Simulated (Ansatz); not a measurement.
Geometry optimisation, Ansatz, UKS PBE-D4/def2-SVP.

input.yaml

```yaml
crystal:
  periodic: [false, false, false]
  atoms:
    - { symbol: O, position_ang: [-1.3924, -0.3488, -1.5888] }
    - { symbol: C, position_ang: [-0.5923, -0.0895, -0.7721] }
    - { symbol: C, position_ang: [0.7388, 0.6453, -0.6093] }
    - { symbol: O, position_ang: [1.0163, 0.2815, 0.8131] }
    - { symbol: Si, position_ang: [-0.4781, -0.6011, 0.9174] }
    - { symbol: H, position_ang: [1.5811, 0.262, -1.2188] }
    - { symbol: H, position_ang: [0.7466, 1.7331, -0.7173] }
    - { symbol: H, position_ang: [-0.144, -2.0064, 1.2067] }
    - { symbol: H, position_ang: [-1.3876, 0.0775, 1.9521] }
magnetization:
  spin_polarized: true
basis:
  gaussian: { orbitals: def2-SVP }
hamiltonian:
  xc: pbe
  dispersion: d4
relax:
  f_tol: 0.02
  max_steps: 50
output:
  orbitals: {}
```

Launched with:

```bash
$ ansatz run input.yaml --threads 2 --pin off --max-ram 3072MiB --backend cpu --events-out ev --progress --plain --runs-dir out
```

Where does it end, and by what steps?

The run converged. After 8 steps the energy has fallen by 0.788 eV; O1 moved furthest, 0.33 Å.

```csv
step,energy less start (eV),largest force component (eV/Å),accepted
0,0.0000,4.498,yes
1,-0.5588,1.952,yes
2,-0.7431,1.342,yes
3,-0.7736,0.539,yes
4,-0.7722,0.470,no
5,-0.7873,0.026,yes
6,-0.7875,0.042,yes
7,-0.7875,0.022,yes
8,-0.7875,0.003,yes
```

```xyz
9
Properties=species:S:1:pos:R:3
O -1.286 -0.160 -1.835
C -0.602 -0.084 -0.848
C 0.754 0.633 -0.609
O 0.974 0.303 0.772
Si -0.444 -0.622 1.056
H 1.557 0.236 -1.274
H 0.678 1.733 -0.777
H -0.175 -2.060 1.413
H -1.366 -0.026 2.086
```

The run took 26 s on 2 threads of Intel(R) Xeon(R) Platinum 8259CL CPU @ 2.50GHz (Skylake/Cascade Lake) (shared host), peak memory 0.18 GiB.
